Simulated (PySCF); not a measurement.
**Correlation energy of Ar⁺ (argon, charge +1)**

[Ne] 3s2 3p5, 2P determinant. Computed with PySCF 2.14 in aug-cc-pV(T+d)Z with one added diffuse shell each of s, p, d, f type (7s6p5d3f, 71 functions), with the non-relativistic Hamiltonian (point nucleus). Frozen: [Ne]; 7 electrons correlated.

```json
{"level": "CCSD", "correlation energy (mhartree)": "-193.98"}
{"level": "(T)", "correlation energy (mhartree)": "-5.67"}
{"level": "CCSD(T)", "correlation energy (mhartree)": "-199.65"}
```

Diagnostics: T1 = 0.0065, D1 = 0.0223, largest double amplitude 0.039.

**Question.** Is a single reference adequate?

**Answer.** Yes: T1 lies below 0.03 and no double amplitude reaches 0.07.
